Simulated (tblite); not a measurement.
Cl3Ga (SMILES [Cl][Ga]([Cl])[Cl]), singlet, geometry from GFN2-xTB (such geometries of metal compounds can be far from the true shape); GFN1-xTB (tblite).

tblite was given this input:
```
$ tblite run mol.xyz --method gfn1 --charge 0 --spin 0 --etemp 2000 --json tblite.json --no-restart

# file mol.xyz
4

Ga     0.00000000     0.00000000    -0.00000000
Cl    -1.75999983    -1.10581726    -0.20820478
Cl     0.10032532     1.95214694    -0.73677512
Cl     1.65967451    -0.84632969     0.94497990
```

What the program printed (banner, timings and long lists left out):

```
xTB calculator
 | screened Coulomb repulsion
 | Coulomb electrostatics
 |  * isotropic Klopman-Ohno-Mataga-Nishimoto electrostatics
 |  * onsite third-order electrostatics
 | DFT-D3(BJ) dispersion correction

halogen bonding energy    0.0000000000000E+00 Eh
repulsion energy          3.1643566221591E-02 Eh
dispersion energy        -1.7839480632888E-03 Eh
number of electrons       2.4000000000000E+01 e
integral cutoff           4.0000000000000E+01 bohr

------------------------------------------------------------
  cycle        total energy    energy error   density error
------------------------------------------------------------
      1     -14.25742003811  -1.4287280E+01   3.9700819E-01
      2     -14.26780421751  -1.0384179E-02   2.2009209E-01
      3     -14.26701145207   7.9276544E-04   5.8253249E-02
      4     -14.25143524191   1.5576210E-02   1.5979793E-01
      5     -14.26966517590  -1.8229934E-02   7.6200560E-03
      6     -14.26971979163  -5.4615735E-05   2.2687058E-04
      7     -14.26971845402   1.3376078E-06   1.2039182E-03
      8     -14.26971978881  -1.3347857E-06   1.2749067E-04
      9     -14.26971980293  -1.4116427E-08   2.0600827E-05
     10     -14.26971980330  -3.7454662E-10   1.5558517E-08
------------------------------------------------------------

electronic energy        -1.4299579421458E+01 Eh
total energy             -1.4269719803300E+01 Eh

Post processing:
 | Mayer-Wiberg bond orders

[Info] JSON dump of results written to 'tblite.json'
```
